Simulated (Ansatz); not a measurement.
A series at Sn: from `[Cl][Sn]([Cl])([Cl])[Br]`, ligands are replaced one by one, each step taking up H–F and setting free HCl; n counts the steps. Ansatz, PBE0-D4/def2-TZVP geometries.

```tsv
n	molecule	HOMO energy, ωB97M-V/def2-TZVPP (eV)
0	`[Cl][Sn]([Cl])([Cl])[Br]`	-11.53
1	`[F][Sn]([Cl])([Cl])[Br]`	-11.68
2	`[F][Sn]([F])([Cl])[Br]`	-11.90
3	`[F][Sn]([F])([F])[Br]`	?
```

Q: By hand: fit a straight line y = ȳ + b (n − n̄) to the 3 given rows and predict n = 3.

A: n̄ = 1.000, ȳ = -11.703; Σ(n − n̄)(y − ȳ) = -0.370, Σ(n − n̄)² = 2.000, so b = -0.185 eV a step. Prediction: -11.703 + (-0.185) × (2.000) = -12.07 eV.

Q: By hand: compare with the computed value, -12.20 eV, and give the steps along the whole series.

A: The line misses by -0.13 eV (computed minus predicted). Steps: -0.15, -0.22, -0.30 eV.

The steps grow at each stage, from -0.15 to -0.30 eV, so the series is curved and an end member is harder to predict than an inner one. The highest orbital can change its character along such a series. The miss is 19.4 % of the series' range.

Spin–orbit coupling is left out; it splits and shifts lone-pair levels of the heavy atoms by tenths of an eV.
